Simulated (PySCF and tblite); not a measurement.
C6H7F, numbered as in [F:1][CH2:2][C:3]1=[CH:4][CH:5]=[CH:6][CH2:7]1. Conformers came from 60 starts (ETKDG and KDG, MMFF94s, GFN2-xTB); geometries are GFN2-xTB. Weights use PBE0-D3(BJ)/pcSseg-1 energies plus GFN2-xTB zero-point and thermal terms (modes under about 100 cm⁻¹ blended into free rotors). Symmetry numbers and mirror images are counted. Conformers within 2.5 kcal/mol (GFN2-xTB free energy) were kept, 6 at most. GIAO shieldings: PBE0/pcSseg-1. Shifts are against TMS (¹H), TMS (¹³C), CFCl3 (¹⁹F) at the same level. Run with PySCF (density fitting) and tblite.

Torsions listed: F1–C2–C3–C7. The 5-ring runs over atoms 3–4–5–6–7. Of a mirror pair one member is shown.

Two conformers hold nearly all the population. I: 5-ring flat; 54°; δ(F1) = -235.34 ppm. II: 5-ring flat; 180°; δ(F1) = -258.74 ppm. The average over the ensemble at 298.15 K is -237.73 ppm.

Problem. What populations and free-energy difference follow from a two-state model?

Solution. p(I) = (-237.73 − (-258.74))/(-235.34 − (-258.74)) = 0.90, so K = p(II)/p(I) = 0.11 and G(II) − G(I) = −RT ln K = 1.29 kcal/mol. One of the two counts twice, as a mirror pair, which this difference holds. The weights computed directly are 89.8 % and 10.2 %.

The minima are those of GFN2-xTB; planar forms about aryl–S or allylic bonds may be saddles in DFT. Unscaled ¹⁹F shifts at such levels can be off by tens of ppm; differences between conformers or isomers are more reliable.
